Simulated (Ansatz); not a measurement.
Total energies of `ClC1=C[SiH2]1`.

```xyz
7

Cl    2.2943    1.1991   -0.2751
C     0.8026    0.4167   -0.0440
C     0.1001   -0.0004    1.0011
Si   -0.7405   -0.3526   -0.5734
H     0.2072   -0.0012    2.0777
H    -0.7705   -1.7178   -1.1497
H    -1.8931    0.4561   -1.0365
```

The species carries charge 0 and has multiplicity 1. Geometry: relaxed with PBE0-D4/def2-TZVP. Basis def2-TZVPP, the Gaussian-basis code of Ansatz.

RPA on PBE orbitals: Hartree–Fock energy of these orbitals -825.83823 Eh, correlation -1.03393 Eh (frozen core).

| functional | energy without D4 (Eh) | D4 term (kJ/mol) |
| --- | --- | --- |
| LDA (SPW92) | -824.31626 | – |
| revPBE | -827.52320 | -46.9 |
| BLYP | -827.64712 | -35.3 |
| r2SCAN | -827.58150 | -3.6 |
| B97M-V | -827.49755 | – |
| r2SCAN0 | -827.56368 | -4.4 |
| HSE06 (plane-wave form) | -827.29793 | -12.5 |
| BHLYP | -827.63232 | -20.5 |
| LC-ωPBE | -827.40595 | – |
| B2PLYP | -827.36340 | – |

Q: Give the same for PBE, PBE0, B3LYP, r2SCANh, CAM-B3LYP, ωB97X-V, ωB97M-V, PBE-QIDH. (An estimate is asked.)

A: Computed: 
| functional | energy without D4 (Eh) | D4 term (kJ/mol) |
| --- | --- | --- |
| PBE | -827.24706 | -15.9 |
| PBE0 | -827.31660 | -13.4 |
| B3LYP | -827.72139 | -26.0 |
| r2SCANh | -827.57399 | -3.9 |
| CAM-B3LYP | -827.65606 | -13.6 |
| ωB97X-V | -827.54607 | – |
| ωB97M-V | -827.60789 | – |
| PBE-QIDH | -827.13162 | – |

B3LYP takes the VWN-RPA correlation (the form of Gaussian; ORCA's B3LYP/G). HSE06 is the plane-wave form, built on full-range PBE exchange. The double hybrids freeze the cores in their second-order part.

LC-ωPBE has ω = 0.4 bohr⁻¹.
